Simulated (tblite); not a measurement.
Input of a run (GFN2-xTB geometry optimisation, gas phase (tblite 0.8.0)), started from a force field or distance geometry:
```
{"job": {"kind": "relax", "xc": "GFN2-xTB", "basis": "xTB"}, "charge": 0, "multiplicity": 2}
O      1.910400    -0.806200    -1.267400
S      1.309600    -0.971400     0.039500
O      1.987800    -1.795700     1.052300
C     -0.357400    -1.582900    -0.147600
C     -1.237800    -0.546700    -0.742600
C     -1.288400     0.833800    -0.181200
C      0.100000     1.477100    -0.077000
C      1.066800     0.644100     0.763600
H     -0.300700    -2.481800    -0.773500
H     -0.731600    -1.877200     0.853600
H     -2.013700    -0.859500    -1.445200
H     -1.763300     0.794600     0.809800
H     -1.923100     1.462900    -0.805000
H      0.515500     1.622800    -1.081800
H     -0.002900     2.476100     0.381600
H      2.038500     1.122600     0.831100
H      0.683300     0.499400     1.779900
```

Output (eV, eV/Å):
```
step      E/eV     max force
  0    -723.42089    1.745
  1    -723.50204    0.984
  2    -723.52515    0.570
  3    -723.54090    0.343
  4    -723.54918    0.341
  5    -723.56215    0.280
  6    -723.56997    0.343
  7    -723.58210    0.336
  8    -723.59311    0.413
  9    -723.60551    0.419
 10    -723.61662    0.324
 11    -723.62720    0.270
 12    -723.63780    0.293
 13    -723.64892    0.237
 14    -723.66076    0.256
 15    -723.67304    0.249
 16    -723.68273    0.379
 17    -723.68598    0.693
 18    -723.70158    0.264
 19    -723.71077    0.192
 20    -723.71799    0.219
 21    -723.72142    0.153
 22    -723.72491    0.131
 23    -723.72855    0.123
 24    -723.73210    0.121
 25    -723.73451    0.138
 26    -723.73631    0.091
 27    -723.73789    0.132
 28    -723.73923    0.080
 29    -723.74045    0.080
 30    -723.74131    0.067
 31    -723.74219    0.061
 32    -723.74299    0.058
 33    -723.74357    0.053
 34    -723.74400    0.047
 35    -723.74444    0.047
 36    -723.74496    0.044
 37    -723.74545    0.046
 38    -723.74583    0.041
 39    -723.74614    0.041
 40    -723.74649    0.043
 41    -723.74690    0.039
 42    -723.74724    0.040
 43    -723.74747    0.037
 44    -723.74767    0.034
 45    -723.74789    0.032
 46    -723.74809    0.029
 47    -723.74823    0.031
 48    -723.74833    0.029
 49    -723.74844    0.025
 50    -723.74858    0.028
 51    -723.74870    0.021
 52    -723.74877    0.016
 53    -723.74880    0.016
 54    -723.74883    0.014
 55    -723.74887    0.014
 56    -723.74889    0.010
```

**Question.** Summarise the run.

**Answer.** The energy falls by 7.6 kcal/mol over 56 L-BFGS steps, the largest force on an atom goes from 1.75 to 0.010 eV/Å, and the atoms move by 0.237 Å rms after alignment. The bond that changes most is S2–C4 (ends: sulfur bonded to 2 C and 2 O; carbon bonded to C, S and 2 H), which lengthens by 0.124 Å. Bonds longer at the end by more than 0.005 Å: 3 of 17; shorter: 12. Among the angles that change most is S2–C4–H10, from 108.1° to 100.1°. Among the dihedrals that turn most is H10–C4–C5–H11, from -97° to -159°. The energy never rose by more than 1e-5 eV on the way. The first step brought 25 % of the lowering.

**Question.** What are the final bond lengths?

**Answer.** O1=S2 1.437 Å, S2=O3 1.441 Å, S2–C4 1.910 Å, C4–C5 1.430 Å, C5–C6 1.485 Å, C6–C7 1.546 Å, C7–C8 1.511 Å, S2–C8 1.835 Å, C4–H9 1.084 Å, C4–H10 1.087 Å, C5–H11 1.077 Å, C6–H12 1.094 Å, C6–H13 1.090 Å, C7–H14 1.092 Å, C7–H15 1.094 Å, C8–H16 1.087 Å, C8–H17 1.087 Å. Numbering counts from 1 in the input's order; the species is `O=S1(=O)C[CH]CCC1` [radical].

Hardware: one thread, Arm Neoverse V2 (aarch64), no GPU (shared host). Cost: 0.29 s of wall time.

Its GFN2-xTB frequencies are all real (lowest 105 cm⁻¹).

One conformer stands for the species.

These are computed values.
